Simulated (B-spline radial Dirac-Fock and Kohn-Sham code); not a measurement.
**Auger decay of the 1s hole in Tc⁷⁺**

System: the Tc⁷⁺ ion, 1s2 2s2 2p6 3s2 3p6 3d10 4s2 4p6.

Input file task.json (cfg lists n, l and occupation; rrms is the nuclear radius in fm):

```json
{"items": [{
  "Z": 43,
  "q": 7,
  "cfg": [[1, 0, 2], [2, 0, 2], [2, 1, 6], [3, 0, 2], [3, 1, 6], [3, 2, 10], [4, 0, 2], [4, 1, 6]],
  "A": 97,
  "rrms": 4.4112,
  "do": ["binding", "quiet", "decay"],
  "holes": ["K", "L1", "L2", "L3", "M1", "M2", "M3", "M4", "M5", "N1", "N2", "N3"]
}]}
```

Command: `python xray_run.py task.json out`

Method: independent-particle rates on relativistic LDA orbitals of the hole state (multipoles up to L = 3, Coulomb Auger matrix elements, transition energies from Dirac-Fock). Computed with a B-spline atomic structure program. Kinetic energies are configuration averages from the vacuum level; the two-hole energies are estimated from single-hole states.

| transition | kinetic energy (eV) | width (meV) | share (%) |
| --- | --- | --- | --- |
| K-L1L1 | 14701.6 | 65.2 | 6.1 |
| K-L1L2 | 14962.9 | 80.4 | 7.5 |
| K-L1L3 | 15081.4 | 125 | 11.7 |
| K-L2L3 | 15313.1 | 307 | 28.8 |
| K-L3L3 | 15429.7 | 159 | 15.0 |
| K-L1M1 | 17270.3 | 21.2 | 2.0 |
| K-L1M3 | 17386.3 | 21.3 | 2.0 |
| K-L2M3 | 17638.8 | 44.4 | 4.2 |
| K-L3M2 | 17734.3 | 43.6 | 4.1 |
| K-L3M3 | 17756.9 | 46.9 | 4.4 |

The listed channels hold 86 % of the non-radiative rate. Summed by principal shells, of 1.07 eV in all: KLL 70.4 %, KLM 23.2 %, KLN 3.9 %, KMM 1.8 %, KMN 0.6 %.
